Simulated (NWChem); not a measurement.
## Atomisation of C$_{3}$H$_{5}$ClSi

```xyz
10

Si    -2.4619    -0.1070    -0.6868
C     -1.1694    -0.6406     0.5700
C      0.1156    -0.5920     0.3246
C      1.3921    -0.5426     0.0368
Cl     2.3793     0.8495     0.3491
H     -1.7792     0.3470    -1.9315
H     -3.2887     1.0020    -0.1210
H     -3.3703    -1.2542    -0.9927
H     -1.4993    -1.0048     1.5545
H      1.9264    -1.3818    -0.4169
```
Charge 0, spin multiplicity 1.

Program: NWChem. Structure: optimised with PBE0/def2-SVP, a minimum by its harmonic frequencies.

Basis set: def2-TZVP. The atomisation energy is electronic alone: no zero-point, thermal, spin-orbit or counterpoise terms. No value is extrapolated to the basis-set limit. Free atoms are single determinants with multiplicities Si 3, C 3, Cl 2, H 2. Correlated methods freeze the same cores in atoms and molecule, 13 orbitals in all.

| method | atomisation energy (kcal/mol) | relative cost |
|---|---|---|
| B3LYP | 884.7 | 1 |
| PBE0 | 894.6 | under 3 |
| BLYP | 882.1 | under 3 |
| TPSS | 902.5 | under 3 |
| PBE | 911.6 | under 3 |
| HF | 651.9 | under 3 |
| MP2 | 874.0 | under 3 |
| LC-wPBE (omega 0.3 per bohr) | 896.5 | 6 |

The values span 259.6 kcal/mol, from HF (lowest) to PBE (highest). The cost column gives rough processor time relative to B3LYP; each entry includes its own SCF. Costs are the molecule's.

B3LYP has NWChem's definition, with VWN1-RPA local correlation. GW and range-separated runs recompute their integrals, the others keep them in memory, which bears on the times. The structure started from a generated list of species. No SCF solution was tested for a lower state. Open-shell Hartree-Fock references start from PBE0 orbitals; any time given for them includes that run.
